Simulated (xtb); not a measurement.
CH₃AlFIO, SMILES [Al]([F])([O]C)[I]. All values are semi-empirical tight-binding results from xtb (GFN2-xTB unless named), good for trends rather than for accurate numbers. The structure is a stationary point at GFN2-xTB. Other conformers were not sampled.

Optimised geometry:

Bond lengths (Å): Al1–F2 1.645, Al1–I3 2.491, Al1–O4 1.634, O4–C5 1.402, C5–H6 1.091, C5–H7 1.091, C5–H8 1.092. Bond angles (°): F2–Al1–I3 120.4, F2–Al1–O4 119.7, I3–Al1–O4 119.9, Al1–O4–C5 178.3, O4–C5–H6 109.6, O4–C5–H7 109.7, O4–C5–H8 109.8, H6–C5–H7 109.2, H6–C5–H8 109.3, H7–C5–H8 109.3.
Charge 0, spin multiplicity 1.

For metal compounds this method's bond lengths and energies can be far off.

Estimate the properties. (The exact figures need the calculation; the answer reports its results.)


```
Item                                          Result
-------------------------------------  -------------
orbital gap                                  4.04 eV
zero-point energy                      27.8 kcal/mol
G − E(el) at 298.15 K (modified RRHO)   6.0 kcal/mol
```

Give the atomic charges and the Wiberg bond orders between heavy atoms. (Estimate from the structure and the level; the computed values follow.)

charges (e) Al1 0.47, F2 -0.25, I3 -0.09, O4 -0.34, C5 0.05, H6 0.05, H7 0.05, H8 0.05. Bond orders Al1–F2 1.23, Al1–I3 1.25, Al1–O4 1.36, O4–C5 0.96.
